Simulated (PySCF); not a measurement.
**Electronic structure of Se (selenium, neutral) at the UHF level**

Configuration: [Ar] 3d10 4s2 4p3 5s1, high-spin 5S determinant (an excited configuration). All numbers are calculated (PySCF 2.14, a scalar-relativistic core potential, in aug-cc-pVQZ-PP with one added diffuse shell each of s, p, d, f, g type with ECP10MDF (8s7p6d4f3g, 114 functions)).

* Total energy: -371.677630 hartree
* One-electron energy: -651.2898 hartree
* Hartree (Coulomb) energy: 307.2090 hartree
* Exchange energy: -27.5968 hartree
* ⟨S²⟩: 6.0008
* ⟨L²⟩: 0.000
* Sum of ⟨r⟩: 26.97 bohr
* Sum of ⟨r²⟩: 73.28 bohr²

| shell | electrons | mean orbital energy (eV) | rms radius, mean of both spins (bohr) |
| --- | --- | --- | --- |
| 3s α | 1 | -248.26 | 0.614 |
| 3s β | 1 | -247.55 | 0.614 |
| 3p α | 3 | -190.54 | 0.637 |
| 3p β | 3 | -189.76 | 0.637 |
| 3d α | 5 | -76.280 | 0.689 |
| 3d β | 5 | -75.793 | 0.689 |
| 4s α | 1 | -31.808 | 1.90 |
| 4s β | 1 | -23.271 | 1.90 |
| 4p α | 3 | -16.526 | 2.29 |
| 5s α | 1 | -3.490 | 6.51 |

Energies and moments cover only the electrons outside the core potential. The outer electron is Rydberg-like, and this basis confines it to a smaller radius and binds it less than a complete one would.
